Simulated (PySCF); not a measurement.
C₂H₉ClOSi₂, SMILES CCO[SiH2][SiH2]Cl. Coordinates come from a PBE-D3(BJ)/def2-SVP optimisation. This is a generated structure with no PubChem entry under its InChIKey; it may be hypothetical. One conformer was computed; it need not be the lowest.

Question: Give the equilibrium geometry at PBE-D3(BJ)/def2-SVP (PySCF confirms it by a frequency run) as Cartesian coordinates in Å, and its point group. (Estimate from the structure and the level; the computed values follow.)

Answer: One answer among several that fit: point group Cs.
```xyz
15

C      0.6014    -4.0504     0.0000
C     -0.4728    -2.9773     0.0000
O      0.1468    -1.6917     0.0000
Si    -0.7324    -0.2544     0.0000
Si     0.8579     1.4698     0.0000
Cl    -0.2535     3.2483     0.0000
H      1.2452    -3.9555    -0.8971
H      0.1449    -5.0606     0.0000
H      1.2452    -3.9555     0.8971
H     -1.1298    -3.0875    -0.8962
H     -1.1298    -3.0875     0.8962
H     -1.6176    -0.1456    -1.2191
H     -1.6176    -0.1456     1.2191
H      1.7325     1.4506     1.2225
H      1.7325     1.4506    -1.2225
```
Charge 0, spin multiplicity 1.
